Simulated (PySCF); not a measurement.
## Shapes and spin states of TcOI2

Computed with PBE/[Tc def2-SVP with ECP28, O def2-SVP, I def2-SVP with ECP28], scalar-relativistic core potentials, density fitting, no spin–orbit coupling, PySCF.

Relaxations began from a few typed shapes and spin states; open shells are unrestricted. The search is not exhaustive: other isomers or separated fragments can lie lower, and high-lying points may rest on an excited occupation.

(1) Which is the lowest minimum found?
A. quartet C2v: Tc–I 2.590 Å (×2), Tc–O 1.691 Å; I–Tc–I 128.0°, I–Tc–O 116.0° (×2)
B. doublet C2v: Tc–I 2.563 Å (×2), Tc–O 1.637 Å; I–Tc–I 118.1°, I–Tc–O 121.0° (×2)
C. doublet C2v: Tc–I 2.590 Å (×2), Tc–O 1.642 Å; I–Tc–I 114.3°, I–Tc–O 122.9° (×2)
D. quartet C2v: Tc–I 2.590 Å (×2), Tc–O 1.691 Å; I–Tc–I 128.0°, I–Tc–O 116.0° (×2)

Answers

(1) B. The others lie at 15.8 (doublet C2v), 22.1 (quartet C2v), 22.4 (quartet C2v) kJ/mol above it.

Formally Tc is in oxidation state +4, d3, with 1 unpaired electron (the high-spin count would be 3). The Mulliken spin on Tc is 0.90. The polar-tensor charge on Tc, 1.16, is far below the formal one.

For the lowest minimum: other spin states or occupations of the open shell can lie lower. Spin–orbit coupling, left out here, can matter for elements this heavy.
